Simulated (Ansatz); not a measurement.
Gas-phase electronic energies from Ansatz, PBE0-D4/def2-TZVP geometries. CBS: MP2 limit from def2 TZ/QZ plus the TZ coupled-cluster correction, frozen cores. For Ge outer-core shells are correlated without core-valence functions, which leaves a few kJ/mol of doubt a bond. Scalar relativity is left out up to krypton. Each species was taken in one conformer, which may not be the lowest.

Reaction (formal exchange of groups at a Ge–Ge bond): `[SiH3][GeH2][GeH2][SiH2][GeH3]` + trisilane → `[SiH3][SiH2][SiH2][GeH2][SiH2][GeH3]` + `[SiH3][GeH3]`

```json
{"species": "`[SiH3][GeH2][GeH2][SiH2][GeH3]`", "MP2/def2-SVP energy (Eh)": "-6810.89766"}
{"species": "`[SiH3][SiH2][SiH3]`", "MP2/def2-SVP energy (Eh)": "-871.47650"}
{"species": "`[SiH3][SiH2][SiH2][GeH2][SiH2][GeH3]`", "MP2/def2-SVP energy (Eh)": "-5314.59905"}
{"species": "`[SiH3][GeH3]`", "MP2/def2-SVP energy (Eh)": "-2367.77038"}
```

Problem. Work out ΔE.

Solution. ΔE = (-5314.59905) + (-2367.77038) − (-6810.89766) − (-871.47650) = 0.00473 Eh = +0.13 eV. CCSD(T)/CBS gives +0.12 eV.

Largest T1 diagnostic among the species: 0.013.

The D4 term adds −0.07 eV with B3LYP and −0.05 eV with PBE0; it sums over pairs of atoms, weighted by their polarisabilities, and B3LYP, whose exchange is more repulsive, gets the larger term. In def2-TZVPP, CCSD(T) changes the Hartree–Fock value by −0.09 eV (the triples alone add −0.02 eV) and MP2 by −0.07 eV.

B3LYP here is the variant with VWN-RPA as its local correlation; programs differ in this.
